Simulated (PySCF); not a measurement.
CH₈Si₂, charge -1, doublet, at a GFN2-xTB geometry (a state made from the parent by changing its charge; the spin is typed, not shown lowest) (in this run its highest filled SCF level lies above zero, so its values depend strongly on the basis, on diffuse functions most of all). Base run: MP2/STO-3G (PySCF).

PySCF was given this input:
```python
from pyscf import gto, scf, mp

mol = gto.Mole()
mol.atom = '''
    Si    1.321840    0.747185    0.018550
    C     0.304305   -0.862948   -0.159684
    Si   -1.465487   -0.310137    0.061533
    H     2.814673    0.601153   -0.117312
    H     1.104940    1.227750   -1.425940
    H     1.330131    0.755330    1.556211
    H     0.581245   -1.604765    0.591803
    H     0.450860   -1.331236   -1.134849
    H    -1.867257    0.585291   -1.042259
    H    -1.680308    0.193099    1.433456
    H    -2.549051   -1.367595   -0.024162
'''
mol.basis = 'sto-3g'
mol.charge = -1
mol.spin = 1
mol.verbose = 4
mol.build()

mf = scf.UHF(mol)
mf.kernel()

pt = mp.MP2(mf, frozen=11)
pt.kernel()
print('E(MP2) = %.10f' % pt.e_tot)
```

Each row names what was changed in the base input (with any setting that the change needs).

```tsv
change	basis functions	E (Eh)	MP2 correlation (Eh)	SCF-reference HOMO (eV)	core-seconds (rough)
base	31	-613.08299	-0.13041	5.88	0.3
basis = 6-31G	51	-620.34782	-0.20950	0.48	0.9
basis = 3-21G	51	-617.18201	-0.20810	0.55	0.4
basis = 6-31G*	66	-620.54644	-0.29767	0.31	1
basis = 6-31G**	90	-620.61455	-0.35347	0.32	3
basis = pcseg-1	90	-620.59656	-0.35456	0.08	2
basis = def2-SVP	90	-620.45350	-0.37007	0.13	2
basis = pc-1	90	-620.62649	-0.35979	0.03	2
basis = cc-pV(D+d)Z	100	-620.68058	-0.37545	0.12	3
basis = 6-311G**	118	-620.70970	-0.38784	0.05	8
basis = 6-311+G(2d,p)	145	-620.74299	-0.40852	0.01	20
basis = aug-cc-pVDZ	149	-620.70549	-0.40080	0.01	10
basis = aug-pcseg-1	149	-620.63683	-0.38187	0.04	20
```

Totals compare only among sets that treat the same electrons; sets with core potentials leave the core out.

Open shells are given as the SCF converged; they aren't shown to be the lowest states, and a large step between rows can be another state.
